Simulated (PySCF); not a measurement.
## Unknown compound

Molecular formula: C5H12ClNSi. Simulated spectra:

1H NMR (500 MHz, computed): δ 6.03 (m, 1H), 6.01 (m, 1H), 4.52 (t, 2H), 2.58 (s, 6H), 2.24 (m, 2H).

13C{1H} NMR (computed): δ 133.6 (CH), 129.0 (CH), 41.1 (CH3), 17.4 (CH2).

- GFN2-xTB structure
- GIAO PBE0/pcSseg-1 shieldings
- program: PySCF 2.14.0 with density-fitted response routines
- isolated molecule, non-relativistic Hamiltonian, one computed conformer, averaged over atoms made equivalent by symmetry, fast rotation or ring inversion

δ = σ(ref) − σ, references computed at the same level: 1H and 13C against TMS.

Deduce the structure.

Answers


- The formula gives 1 degree of unsaturation (no ring in the answer).
- 4 carbon signals for 5 carbons: some carbons are equivalent by symmetry or fast rotation.
- Carbon types of the structure: 2 × CH, 1 × CH2, 2 × CH3, leaving 2 H on heteroatoms.
- δC 133.6, 129.0: alkene CH; as expected for a trigonal carbon in a double bond.
- δC 41.1: methyl carbon bonded to N; deshielded by the electronegative neighbour.
- δC 17.4: allylic sp3 CH2 bonded to Si.
- δH 6.03, 6.01: hydrogen on an alkene CH; a vinylic proton, deshielded by the sp2 carbon and the C=C anisotropy.
- δH 4.52: hydrogen on a silicon bonded to C, N.
- δH 2.58: hydrogen on a methyl carbon bonded to N; its carbon carries N, an electronegative neighbour.
- δH 2.24: hydrogen on an allylic sp3 CH2 bonded to Si; allylic position.

The compound is `CN(C)[SiH2]C/C=C\Cl`.

This is the structure that produced the data.

Carbons that carry Cl, above all several Cl atoms, come out too deshielded, partly because spin–orbit coupling is missing. Shifts are as computed. Against solution values, carbons near 30 ppm lie about +3 ppm off and those near 130 ppm about +5 ppm; carbons on Cl a further +6 ppm. Of 1211 compounds with measured shifts, 218 miss one by over three times the rms of a fit or turn the order of signals round; such compounds aren't used in these exercises. Multiplicities follow the n + 1 count of equivalent neighbours, as no J values were calculated; m marks all less simple cases, F and P coupling included.
